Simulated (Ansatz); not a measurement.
Species: CH4Al, charge 0, doublet. CH4Al (SMILES [CH3][AlH], doublet).
B3LYP-D3(BJ)/def2-TZVP minimum from Ansatz (a quantum-chemistry and plane-wave program):
```
C
H 1 1.0899
H 1 1.0956 2 108.34
H 1 1.0956 2 108.34 3 115.78
Al 1 1.9732 2 114.42 3 -122.11
H 5 1.6066 1 117.21 2 180.00
```
Charge 0, spin multiplicity 2.

Quantity: atomisation energy (electronic, to ground-state atoms), in kcal/mol. Open shells are spin-unrestricted; no spin-orbit coupling. CBS(X,Y): correlation extrapolated as X^-3, Hartree-Fock from the larger set. A bracket is a step between two methods taken in the basis named. The functionals are non-relativistic, so their misses hold any scalar relativity. Double hybrids freeze cores in their MP2 part. 'core' is core correlation in cc-pwCVTZ (1s frozen past Ne), 'X2C' scalar relativity in cc-pVTZ-DK, both at CCSD(T). Where a partner has so few electrons that a lower coupled-cluster level is exact, that level stands in. The spin of CH4Al ([CH3][AlH], doublet) was assumed, and the state is the lowest solution found for it.

CCSD(T)/CBS(cc-pV(T+d)Z,cc-pV(Q+d)Z) + [CCSDT(Q) - CCSD(T)]/cc-pV(T+d)Z + core + X2C (Ansatz) gives 430.0 kcal/mol.

Q: How far off this value is PBE/def2-TZVPD (Ansatz), in which direction, and which of these levels come nearer: PBE0/def2-TZVPD, B2PLYP/def2-TZVPD, CCSD(T)/CBS(cc-pV(T+d)Z,cc-pV(Q+d)Z) + core + X2C?

A: PBE gives 430.7 kcal/mol, 0.7 kcal/mol above it. Differences of the others: PBE0/def2-TZVPD (Ansatz) -1.7; B2PLYP/def2-TZVPD (Ansatz) -6.0; CCSD(T)/CBS(cc-pV(T+d)Z,cc-pV(Q+d)Z) + core + X2C (Ansatz) -0.1 kcal/mol. Nearer than PBE: CCSD(T)/CBS(cc-pV(T+d)Z,cc-pV(Q+d)Z) + core + X2C.
